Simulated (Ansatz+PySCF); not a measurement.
**Stretching doublet BeH**

The Be–H distance is varied.

Basis set: 6-31G (spherical functions). All electrons are correlated. Correlation on ROHF uses semicanonical orbitals with singles. Charge 0, multiplicity 2.

Computed with Ansatz (development build ahead of 0.2.0), each point on the determinant that the search for low states chose. Each curve is measured from its own lowest point listed.

```csv
r(Be–H) (Å),UHF (eV),UHF-CCSD (eV),ROHF-CCSD(T) (eV)
1.223,0.119,0.182,0.184
1.426,0.000,0.000,0.000
1.494,0.085,0.059,0.058
1.630,0.356,0.267,0.265
1.834,0.872,0.672,0.673
1.902,1.044,0.807,0.810
2.174,1.576,1.246,1.263
2.310,1.739,1.384,1.387
2.377,1.800,1.433,1.437
2.513,1.891,1.497,1.503
2.581,1.925,1.516,1.522
2.717,1.974,1.537,1.543
2.853,2.006,1.543,1.550
2.921,2.018,1.544,1.551
3.057,2.035,1.542,1.549
3.193,2.046,1.538,1.546
3.260,2.050,1.537,1.544
3.396,2.056,1.533,1.541
```

Give the PBE0 (unrestricted) curve at the same distances.

(r (Å), E (eV)): (1.223, 0.142), (1.426, 0.000), (1.494, 0.072), (1.630, 0.312), (1.834, 0.785), (1.902, 0.951), (2.174, 1.555), (2.310, 1.789), (2.377, 1.885), (2.513, 2.038), (2.581, 2.097), (2.717, 2.187), (2.853, 2.246), (2.921, 2.266), (3.057, 2.294), (3.193, 2.311), (3.260, 2.317), (3.396, 2.324)

Caution for UHF at some points, UHF-CCSD at some points: the unrestricted determinant is spin contaminated. Caution for UHF-CCSD at some points, ROHF-CCSD(T) at some points: bonds are stretched, where a single reference can fail. Caution for ROHF-CCSD(T) at some points: the determinant may break the point group. Caution for PBE0 (unrestricted) at some points: charge can spread falsely over distant fragments.
